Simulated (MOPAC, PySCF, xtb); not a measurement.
One group Y is varied and pulled off as a radical: Y-Sn(OH)3. Gas-phase values, no solvent. Each species was relaxed from one start; no search for lower structures was made at this level. In the def2 sets, heavy atoms carry core potentials. Strings in code marks are SMILES.

Quantity: electronic energy of isomers of C4H12O3Sn relative to `C[C](C)(C)[Sn]([OH])([OH])[OH]`, in kcal/mol. Semi-empirical values (MOPAC) are differences of heats of formation.

Level 1: B3LYP/6-31G* (LANL2DZ on Sn) // PBE0-D3(BJ)/def2-SVP (PySCF)
Level 2: HF/6-31G* (LANL2DZ on Sn) // PBE0-D3(BJ)/def2-SVP (PySCF)
Level 3: AM1 // PBE0-D3(BJ)/def2-SVP (MOPAC)
Level 4: GFN2-xTB (xtb)

```json
[
 {"species": "`CCC[CH2][Sn]([OH])([OH])[OH]`", "level 2": "-3.46", "level 3": "-10.0", "level 4": "4.55"}
]
```

**Question.** What does level 1 give for each?

**Answer.** 
- `CCC[CH2][Sn]([OH])([OH])[OH]`: -1.97
